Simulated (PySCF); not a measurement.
Species: C6H8F3P.
Atom-mapped SMILES: `[CH3:1][C:2]1=[C:3]([C:4]([F:5])([F:6])[F:7])[PH:8][CH2:9][CH2:10]1` (hydrogens: H11, H12, H13 on C1; H14 on P8; H15, H16 on C9; H17, H18 on C10)

The same species was optimised twice, with GFN2-xTB and with PBE0-D3(BJ)/def2-SVP (PySCF), and the same property calculations (PySCF, gas phase) were run on both structures.

```json
{"coordinate": "C2=C3 (Å)", "GFN2-xTB": "1.336", "PBE0-D3(BJ)/def2-SVP": "1.347", "change": "+0.011"}
{"coordinate": "C3–C4 (Å)", "GFN2-xTB": "1.485", "PBE0-D3(BJ)/def2-SVP": "1.496", "change": "+0.011"}
{"coordinate": "C3–P8 (Å)", "GFN2-xTB": "1.827", "PBE0-D3(BJ)/def2-SVP": "1.836", "change": "+0.009"}
{"coordinate": "C4–F7 (Å)", "GFN2-xTB": "1.349", "PBE0-D3(BJ)/def2-SVP": "1.341", "change": "-0.008"}
{"coordinate": "C4–F5 (Å)", "GFN2-xTB": "1.349", "PBE0-D3(BJ)/def2-SVP": "1.341", "change": "-0.008"}
{"coordinate": "C2–C10 (Å)", "GFN2-xTB": "1.500", "PBE0-D3(BJ)/def2-SVP": "1.507", "change": "+0.007"}
{"coordinate": "C9–C10 (Å)", "GFN2-xTB": "1.538", "PBE0-D3(BJ)/def2-SVP": "1.532", "change": "-0.006"}
{"coordinate": "C4–F6 (Å)", "GFN2-xTB": "1.343", "PBE0-D3(BJ)/def2-SVP": "1.338", "change": "-0.005"}
{"coordinate": "C1–C2 (Å)", "GFN2-xTB": "1.489", "PBE0-D3(BJ)/def2-SVP": "1.492", "change": "+0.003"}
{"coordinate": "P8–C9 (Å)", "GFN2-xTB": "1.878", "PBE0-D3(BJ)/def2-SVP": "1.877", "change": "-0.001"}
{"coordinate": "C4–C3–P8 (°)", "GFN2-xTB": "118.0", "PBE0-D3(BJ)/def2-SVP": "121.1", "change": "+3.1"}
{"coordinate": "P8–C9–C10 (°)", "GFN2-xTB": "109.0", "PBE0-D3(BJ)/def2-SVP": "106.1", "change": "-2.9"}
{"coordinate": "C2–C3–P8 (°)", "GFN2-xTB": "116.3", "PBE0-D3(BJ)/def2-SVP": "114.1", "change": "-2.2"}
{"coordinate": "C2–C3–C4 (°)", "GFN2-xTB": "125.6", "PBE0-D3(BJ)/def2-SVP": "124.3", "change": "-1.3"}
{"coordinate": "C3–C4–F5 (°)", "GFN2-xTB": "113.2", "PBE0-D3(BJ)/def2-SVP": "112.1", "change": "-1.1"}
{"coordinate": "C3–C4–F7 (°)", "GFN2-xTB": "113.6", "PBE0-D3(BJ)/def2-SVP": "112.7", "change": "-0.9"}
{"coordinate": "F5–C4–F7 (°)", "GFN2-xTB": "105.6", "PBE0-D3(BJ)/def2-SVP": "106.5", "change": "+0.9"}
{"coordinate": "F5–C4–F6 (°)", "GFN2-xTB": "106.2", "PBE0-D3(BJ)/def2-SVP": "107.1", "change": "+0.9"}
{"coordinate": "C2–C3–C4–F5 (°)", "GFN2-xTB": "57", "PBE0-D3(BJ)/def2-SVP": "58", "change": "+1"}
```

Rotational constants: A = 1631, B = 996.2, C = 706.0 MHz (GFN2-xTB) against A = 1634, B = 986.9, C = 704.9 MHz (PBE0-D3(BJ)/def2-SVP). Point groups within 0.08 Å: C1 and C1. Atoms that the bonding makes alike are paired by their places after alignment.

On the GFN2-xTB structure: HOMO (eV) -6.78 [PBE0/pcSseg-1]; LUMO (eV) -0.64 [PBE0/pcSseg-1]; dipole (D) 3.91 [PBE0/pcSseg-1]; GIAO shielding of C1 (ppm) 167.6 [PBE0/pcSseg-1]; GIAO shielding of C2 (ppm) 23.4 [PBE0/pcSseg-1]; GIAO shielding of C3 (ppm) 54.0 [PBE0/pcSseg-1]; GIAO shielding of C4 (ppm) 54.1 [PBE0/pcSseg-1]; GIAO shielding of F5/F6/F7 (mean) (ppm) 241.1 [PBE0/pcSseg-1]; GIAO shielding of P8 (ppm) 375.2 [PBE0/pcSseg-1]; GIAO shielding of C9 (ppm) 171.5 [PBE0/pcSseg-1]; GIAO shielding of C10 (ppm) 139.5 [PBE0/pcSseg-1].

**Question.** What do these properties become on the PBE0-D3(BJ)/def2-SVP structure?

**Answer.** 
| property | level | on GFN2-xTB | on PBE0-D3(BJ)/def2-SVP | change |
| --- | --- | --- | --- | --- |
| HOMO (eV) | PBE0/pcSseg-1 | -6.78 | -6.68 | +0.10 |
| LUMO (eV) | PBE0/pcSseg-1 | -0.64 | -0.67 | -0.03 |
| dipole (D) | PBE0/pcSseg-1 | 3.91 | 3.64 | -0.27 |
| energy, GFN2-xTB geometry as zero (kcal/mol) | PBE0/pcSseg-1 | 0.0 | -1.2 | -1.2 |
| GIAO shielding of C1 (ppm) | PBE0/pcSseg-1 | 167.6 | 164.9 | -2.7 |
| GIAO shielding of C2 (ppm) | PBE0/pcSseg-1 | 23.4 | 23.2 | -0.2 |
| GIAO shielding of C3 (ppm) | PBE0/pcSseg-1 | 54.0 | 49.5 | -4.5 |
| GIAO shielding of C4 (ppm) | PBE0/pcSseg-1 | 54.1 | 55.5 | +1.4 |
| GIAO shielding of F5/F6/F7 (mean) (ppm) | PBE0/pcSseg-1 | 241.1 | 246.0 | +4.9 |
| GIAO shielding of P8 (ppm) | PBE0/pcSseg-1 | 375.2 | 366.0 | -9.2 |
| GIAO shielding of C9 (ppm) | PBE0/pcSseg-1 | 171.5 | 166.0 | -5.5 |
| GIAO shielding of C10 (ppm) | PBE0/pcSseg-1 | 139.5 | 140.2 | +0.7 |

The heavy atoms differ by 0.064 Å rms after alignment (one structure mirrored). Among the bonds compared C2=C3 and C3–C4 change most and about equally (+0.011 Å). Changes are differences of the printed values. Neither structure is proved a minimum here.
